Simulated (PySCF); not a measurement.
In(F)(Me)2 (C2H6FIn), SMILES [CH3][In]([CH3])[F].

Geometry: r2SCAN-D4/def2-SVP. The structure was generated by enumeration; whether it is a known compound was not checked. The def2 effective core potentials stand for the cores of In; spin–orbit coupling is left out.

Computed with PySCF with IEF-PCM-ωB97X/def2-SVP.

The values are the electrostatic part of the solvation free energy, E(continuum) − E(gas) at the gas-phase geometry, in a cavity of scaled van der Waals radii (PySCF's table); cavitation and dispersion terms are not included. A continuum can't describe solvent molecules that bind to the metal. In vacuum the orbital gap is 10.81 eV. The dipole moment in vacuum is 3.49 D.

```
solvent              ε  ΔG(elec) (kcal/mol)  dipole (D)  gap (eV)
---------------  -----  -------------------  ----------  --------
water            78.36                 -8.8        4.20     11.09
tetrahydrofuran   7.43                    ?           ?         ?
toluene           2.37                 -4.2        3.82     10.93
```

**Question.** Complete the blanks. (The exact figures need the calculation; the answer reports its results.)

**Answer.** 
- tetrahydrofuran, ΔG(elec) (kcal/mol): -7.3
- tetrahydrofuran, dipole (D): 4.07
- tetrahydrofuran, gap (eV): 11.03
